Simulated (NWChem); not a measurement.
Molecule: SiH2O2, singlet; SMILES O[Si]O

```xyz
5

Si     0.6261     0.0205     0.0000
O     -0.4115     1.3174     0.0000
H     -1.3550     1.1039     0.0000
O     -0.5185    -1.2095     0.0000
H     -0.1674    -2.1067     0.0000
```
Atoms are numbered in this order, from 1.

Computed with NWChem. Geometry optimised at PBE0/def2-SVP; all other runs use it. Pople sets run with spherical d functions. Low-valent species are run as closed-shell singlets; no triplet was tried in these runs. Vzz has the sign of the potential's second derivative.

```json
[
 {"quantity": "cavity-dispersion-structure term (kcal/mol) in ethylene glycol", "level": "B3LYP/6-31G*, SMD", "value": "2.4"},
 {"quantity": "dipole (D)", "level": "PBE/def2-TZVP", "value": "1.87"},
 {"quantity": "Vzz O4 (a.u.)", "level": "PBE/cc-pVTZ", "value": "1.236"},
 {"quantity": "vertical ionisation energy, ΔSCF (eV)", "level": "Hartree-Fock/6-31+G*", "value": "8.94"},
 {"quantity": "highest harmonic frequency (cm⁻¹)", "level": "PBE0/def2-SVP", "value": "3909"}
]
```
